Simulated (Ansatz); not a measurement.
CH₅AlBFOS, SMILES `OBS[CH](F)[AlH2]`. Charge 0, multiplicity 1.

```xyz
11

O     0.8413    2.6638   -0.0523
B     0.8744    1.3611    0.2742
S    -0.6467    0.4627    0.7547
C    -0.0672   -1.3252    0.7160
F    -0.6039   -1.9885    1.7831
Al   -0.9140   -1.2573   -1.0677
H    -0.0281    3.0749   -0.0397
H     1.9196    0.7870    0.2671
H     1.0184   -1.2915    0.8230
H    -2.4549   -1.5820   -1.1936
H     0.0611   -0.9049   -2.2649
```

(1) What are the harmonic wavenumbers in cm⁻¹ at PBE0-D4/def2-TZVP (Ansatz, finite differences of forces, unscaled)? (Estimate.)

(2) Is this a minimum?

(3) Give the ideal-gas thermochemistry at 298.15 K and 1 bar (rigid rotor, harmonic oscillator; point group C1, symmetry number 1).

(4) And at 400, 500, 600, 800 and 1000 K?

(5) Rotational constants (cm⁻¹)?

Results:

(1) The calculation gave: 38, 95, 150, 186, 231, 301, 340, 388, 477, 572, 596, 619, 644, 722, 743, 853, 1001, 1048, 1121, 1151, 1320, 1362, 1931, 1952, 2659, 3107, 3860.

(2) Yes, all 27 modes are real.

(3) Zero-point energy 164.3 kJ/mol; H(298) − E = 189.2 kJ/mol; entropy 383.2 J/(mol·K), of which translation 168.8, rotation 118.8, vibration 95.6; G(298) − E = 75.0 kJ/mol. Modes under 100 cm⁻¹ are hindered rotations or soft bends, so the harmonic entropy is rough.

(4) 
```json
{"T (K)": "400", "H − E (kJ/mol)": "203.7", "S (J/mol/K)": "424.9", "G − E (kJ/mol)": "33.8"}
{"T (K)": "500", "H − E (kJ/mol)": "220.0", "S (J/mol/K)": "461.0", "G − E (kJ/mol)": "-10.5"}
{"T (K)": "600", "H − E (kJ/mol)": "237.7", "S (J/mol/K)": "493.3", "G − E (kJ/mol)": "-58.3"}
{"T (K)": "800", "H − E (kJ/mol)": "276.4", "S (J/mol/K)": "548.9", "G − E (kJ/mol)": "-162.7"}
{"T (K)": "1000", "H − E (kJ/mol)": "318.3", "S (J/mol/K)": "595.5", "G − E (kJ/mol)": "-277.3"}
```

(5) 0.1196, 0.04739, 0.03828.
